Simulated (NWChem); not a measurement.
System: AlGeH4OCl; SMILES [OH][Al]([Cl])[GeH3]

NWChem input:

```
start job
memory heap 200 mb stack 900 mb global 1100 mb
geometry units angstroms noautosym nocenter noautoz
  Al     0.570393    -0.582095    -0.045138
  Cl    -0.700936    -2.254822    -0.367725
  Ge    -0.280008     1.719107     0.004842
  H     -0.968950     2.088342    -1.337534
  H     -1.343017     1.896721     1.123495
  H      0.855966     2.744742     0.257352
  O      2.248429    -0.846157     0.188433
  H      2.656030    -1.727638     0.181627
end
basis spherical
  Al library def2-tzvp
  Cl library def2-tzvp
  Ge library def2-tzvp
  H library def2-tzvp
  O library def2-tzvp
end
dft
  xc b3lyp
  iterations 150
  semidirect filesize 400000000
end
property
  efieldgrad
end
task dft property
```

Output (shortened):

```
             Northwest Computational Chemistry Package (NWChem) 7.3.0
             --------------------------------------------------------

                             Geometry "geometry" -> ""
                             -------------------------

 Output coordinates in angstroms (scale by  1.889725989 to convert to a.u.)

  No.       Tag          Charge          X              Y              Z
 ---- ---------------- ---------- -------------- -------------- --------------
    1 Al                  13.0000     0.57039300    -0.58209500    -0.04513800
    2 Cl                  17.0000    -0.70093600    -2.25482200    -0.36772500
    3 Ge                  32.0000    -0.28000800     1.71910700     0.00484200
    4 H                    1.0000    -0.96895000     2.08834200    -1.33753400
    5 H                    1.0000    -1.34301700     1.89672100     1.12349500
    6 H                    1.0000     0.85596600     2.74474200     0.25735200
    7 O                    8.0000     2.24842900    -0.84615700     0.18843300
    8 H                    1.0000     2.65603000    -1.72763800     0.18162700

 Effective nuclear repulsion energy (a.u.)     369.9085806618

                              NWChem Property Module
                              ----------------------

  itol2e modified to match energy
  convergence criterion.

                                 NWChem DFT Module
                                 -----------------

 Summary of "ao basis" -> "ao basis" (spherical)
 ------------------------------------------------------------------------------
       Tag                 Description            Shells   Functions and Types
 ---------------- ------------------------------  ------  ---------------------
 Al                        def2-tzvp                13       37   5s5p2d1f
 Cl                        def2-tzvp                13       37   5s5p2d1f
 Ge                        def2-tzvp                16       48   6s5p4d1f
 H                         def2-tzvp                 4        6   3s1p
 O                         def2-tzvp                11       31   5s3p2d1f

  itol2e modified to match energy
  convergence criterion.

            General Information
            -------------------
          SCF calculation type: DFT
          Wavefunction type:  closed shell.
          No. of atoms     :     8
          No. of electrons :    74
           Alpha electrons :    37
            Beta electrons :    37
          Charge           :     0
          Spin multiplicity:     1
          Use of symmetry is: off; symmetry adaption is: off
          Maximum number of iterations: 150
          AO basis - number of functions:   177
                     number of shells:    69
          Convergence on energy requested:  1.00D-07
          Convergence on density requested:  1.00D-05
          Convergence on gradient requested:  5.00D-04

              XC Information
              --------------
                         B3LYP Method XC Potential
                     Hartree-Fock (Exact) Exchange  0.200
                        Slater Exchange Functional  0.800 local
                    Becke 1988 Exchange Functional  0.720 non-local
              Lee-Yang-Parr Correlation Functional  0.810
                  VWN I RPA Correlation Functional  0.190 local

             Grid Information
             ----------------
          Grid used for XC integration:  fine
          Radial quadrature: Mura-Knowles
          Angular quadrature: Lebedev.
          Tag              B.-S. Rad. Rad. Pts. Rad. Cut. Ang. Pts.
          ---              ---------- --------- --------- ---------
          Al                  1.25      123          11.0       770
          Cl                  1.00      123          13.0       770
          Ge                  1.25      140          12.0       974
          H                   0.35       60          13.0       590
          O                   0.60       70          12.0       590
          Grid pruning is: on
          Number of quadrature shells:   696
          Spatial weights used:  Erf1

      Superposition of Atomic Density Guess
      -------------------------------------

 Sum of atomic energies:       -2853.44211888

      Non-variational initial energy
      ------------------------------

 Total energy =   -2854.286781
 1-e energy   =   -4709.302709
 2-e energy   =    1485.107347
 HOMO         =      -0.328889
 LUMO         =      -0.008864

------------------------------------------------------------
EAF file 0: "./job.aoints.0" size=348651520 bytes
------------------------------------------------------------
               write      read    awrite     aread      wait
               -----      ----    ------     -----      ----
     calls:      665         0         0         0         0
   data(b): 3.49e+08  0.00e+00  0.00e+00  0.00e+00
   time(s): 0.00e+00  0.00e+00  0.00e+00  0.00e+00  0.00e+00
rate(mb/s): 0.00e+00  0.00e+00
------------------------------------------------------------

   convergence    iter        energy       DeltaE   RMS-Dens  Diis-err
 ---------------- ----- ----------------- --------- --------- ---------
 d= 0,ls=0.0,diis     1  -2857.4289081423 -3.23D+03  6.17D-03  1.74D+00
 d= 0,ls=0.0,diis     2  -2857.2942338078  1.35D-01  4.32D-03  2.45D+00
 d= 0,ls=0.0,diis     3  -2857.5085407761 -2.14D-01  1.17D-03  3.69D-01
 d= 0,ls=0.0,diis     4  -2857.5381743746 -2.96D-02  5.40D-04  1.51D-02
 d= 0,ls=0.0,diis     5  -2857.5398387496 -1.66D-03  1.52D-04  2.01D-03
  Resetting Diis
 d= 0,ls=0.0,diis     6  -2857.5400724560 -2.34D-04  2.54D-05  6.01D-05
 d= 0,ls=0.0,diis     7  -2857.5400765778 -4.12D-06  9.64D-06  3.01D-06
 d= 0,ls=0.0,diis     8  -2857.5400762247  3.53D-07  5.29D-06  7.80D-06
 d= 0,ls=0.0,diis     9  -2857.5400768070 -5.82D-07  8.79D-07  1.26D-07
 d= 0,ls=0.0,diis    10  -2857.5400768151 -8.18D-09  2.30D-07  1.14D-08

         Total DFT energy =    -2857.540076815145
      One electron energy =    -4712.320709040351
           Coulomb energy =     1621.081711351297
    Exchange-Corr. energy =     -136.209659787879
 Nuclear repulsion energy =      369.908580661787

 Numeric. integr. density =       73.999999829647

                       DFT Final Molecular Orbital Analysis
                       ------------------------------------

 Vector   35  Occ=2.000000D+00  E=-3.304025D-01
              MO Center=  4.7D-01, -1.7D+00, -1.4D-01, r^2= 3.5D+00
   Bfn.  Coefficient  Atom+Function         Bfn.  Coefficient  Atom+Function
  ----- ------------  ---------------      ----- ------------  ---------------
    54      0.402156  2 Cl pz               148     -0.287442  7 O  pz
    57      0.273374  2 Cl pz               151     -0.237391  7 O  pz
    51      0.196968  2 Cl pz               154     -0.186959  7 O  pz
    45     -0.159290  2 Cl pz                48     -0.073380  2 Cl pz
    52     -0.060746  2 Cl px                24      0.048840  1 Al d  1

 Vector   36  Occ=2.000000D+00  E=-3.296443D-01
              MO Center= -6.8D-02, -1.6D+00, -2.2D-01, r^2= 3.9D+00
   Bfn.  Coefficient  Atom+Function         Bfn.  Coefficient  Atom+Function
  ----- ------------  ---------------      ----- ------------  ---------------
    52      0.416803  2 Cl px                55      0.274140  2 Cl px
    49      0.204390  2 Cl px                43     -0.165214  2 Cl px
   146      0.150712  7 O  px                53     -0.147442  2 Cl py
   147      0.143244  7 O  py               149      0.122860  7 O  px
   150      0.113425  7 O  py                56     -0.101631  2 Cl py

[...]

          -----------------------
          Electric field gradient
          -----------------------

 1 a.u. = 0.324123 10**(16) esu/cm**3  ( or statvolts/cm**2 ) = 0.97174 10**(22) v/m**2

 ------------------------------------------------------------
   Atom      X         Y         Z
 ------------------------------------------------------------
    1 Al   1.07789  -1.10000  -0.08530
 ------------------------------------------------------------

 Electric field gradient in molecular frame (a.u.)
         XX             YY             ZZ             XY             XZ             YZ
 ------------------------------------------------------------------------------------------
        0.504435       0.422079      -0.926513      -0.258223       0.202069       0.068511

 Principal components (a.u.) and orientation
 of principal axis w.r.t. absolute frame                      Asymmetry parameter eta
 --------------------------------------------------------------------------------------
       -0.962440       0.732225       0.230215                       0.521601

       -0.149291       0.774076       0.615238
       -0.076626      -0.629397       0.773297
        0.985820       0.068303       0.153277

 ------------------------------------------------------------
   Atom      X         Y         Z
 ------------------------------------------------------------
    2 Cl  -1.32458  -4.26100  -0.69490
 ------------------------------------------------------------

 Electric field gradient in molecular frame (a.u.)
         XX             YY             ZZ             XY             XZ             YZ
 ------------------------------------------------------------------------------------------
        0.088130      -0.459878       0.371749      -0.989082      -0.125310      -0.217255

 Principal components (a.u.) and orientation
 of principal axis w.r.t. absolute frame                      Asymmetry parameter eta
 --------------------------------------------------------------------------------------
       -1.250375       0.842752       0.407622                       0.348000

        0.596566       0.788557      -0.149291
        0.788109      -0.610742      -0.076672
        0.151639       0.071917       0.985816

 ------------------------------------------------------------
   Atom      X         Y         Z
 ------------------------------------------------------------
    3 Ge  -0.52914   3.24864   0.00915
 ------------------------------------------------------------

 Electric field gradient in molecular frame (a.u.)
         XX             YY             ZZ             XY             XZ             YZ
 ------------------------------------------------------------------------------------------
       -0.008535       0.117713      -0.109179      -0.073779       0.009804       0.006615

 Principal components (a.u.) and orientation
 of principal axis w.r.t. absolute frame                      Asymmetry parameter eta
 --------------------------------------------------------------------------------------
        0.151701      -0.111176      -0.040525                       0.465728

       -0.417856      -0.149213       0.896176
        0.908484      -0.076588       0.410842
        0.007334       0.985835       0.167560

 ------------------------------------------------------------
   Atom      X         Y         Z
 ------------------------------------------------------------
    4 H   -1.83105   3.94639  -2.52757
 ------------------------------------------------------------

 Electric field gradient in molecular frame (a.u.)
         XX             YY             ZZ             XY             XZ             YZ
 ------------------------------------------------------------------------------------------
        0.026064       0.054421      -0.080485       0.018866      -0.072921       0.038612

 Principal components (a.u.) and orientation
 of principal axis w.r.t. absolute frame                      Asymmetry parameter eta
 --------------------------------------------------------------------------------------
       -0.127660       0.064805       0.062855                       0.015282

        0.439999      -0.218269       0.871068
       -0.229687       0.910390       0.344143
        0.868127       0.351496      -0.350437

 ------------------------------------------------------------
   Atom      X         Y         Z
 ------------------------------------------------------------
    5 H   -2.53793   3.58428   2.12310
 ------------------------------------------------------------

 Electric field gradient in molecular frame (a.u.)
         XX             YY             ZZ             XY             XZ             YZ
 ------------------------------------------------------------------------------------------
       -0.025717       0.062517      -0.036800       0.013505       0.094093      -0.015064

 Principal components (a.u.) and orientation
 of principal axis w.r.t. absolute frame                      Asymmetry parameter eta
 --------------------------------------------------------------------------------------
       -0.127665       0.064808       0.062857                       0.015286

       -0.681954      -0.125530       0.720542
        0.105748       0.957887       0.266964
        0.723710      -0.258253       0.639960

 ------------------------------------------------------------
   Atom      X         Y         Z
 ------------------------------------------------------------
    6 H    1.61754   5.18681   0.48632
 ------------------------------------------------------------

 Electric field gradient in molecular frame (a.u.)
         XX             YY             ZZ             XY             XZ             YZ
 ------------------------------------------------------------------------------------------
       -0.039803      -0.017970       0.057772      -0.094010      -0.022923      -0.020582

 Principal components (a.u.) and orientation
 of principal axis w.r.t. absolute frame                      Asymmetry parameter eta
 --------------------------------------------------------------------------------------
       -0.128620       0.065761       0.062859                       0.022566

        0.736709      -0.659416      -0.149768
        0.656253       0.750621      -0.076811
        0.163069      -0.041698       0.985733

 ------------------------------------------------------------
   Atom      X         Y         Z
 ------------------------------------------------------------
    7 O    4.24891  -1.59900   0.35609
 ------------------------------------------------------------

 Electric field gradient in molecular frame (a.u.)
         XX             YY             ZZ             XY             XZ             YZ
 ------------------------------------------------------------------------------------------
        0.026732      -0.741193       0.714461       0.896490      -0.034967       0.022316

 Principal components (a.u.) and orientation
 of principal axis w.r.t. absolute frame                      Asymmetry parameter eta
 --------------------------------------------------------------------------------------
       -1.333186       0.718018       0.615168                       0.077146

       -0.550628      -0.149139       0.821320
        0.834546      -0.076549       0.545595
       -0.018498       0.985849       0.166614

 ------------------------------------------------------------
   Atom      X         Y         Z
 ------------------------------------------------------------
    8 H    5.01917  -3.26476   0.34323
 ------------------------------------------------------------

 Electric field gradient in molecular frame (a.u.)
         XX             YY             ZZ             XY             XZ             YZ
 ------------------------------------------------------------------------------------------
        0.100880      -0.336999       0.236118       0.269127       0.000408      -0.003820

 Principal components (a.u.) and orientation
 of principal axis w.r.t. absolute frame                      Asymmetry parameter eta
 --------------------------------------------------------------------------------------
       -0.465013       0.236353       0.228660                       0.016546

       -0.429481      -0.149244       0.890658
        0.903061      -0.076622       0.422622
        0.005170       0.985827       0.167685
```

Level: B3LYP/def2-TZVP. All runs use the structure optimised with PBE-D3(BJ)/def2-SVP. NWChem prints the field gradient with the sign opposite to the second derivative of the potential.
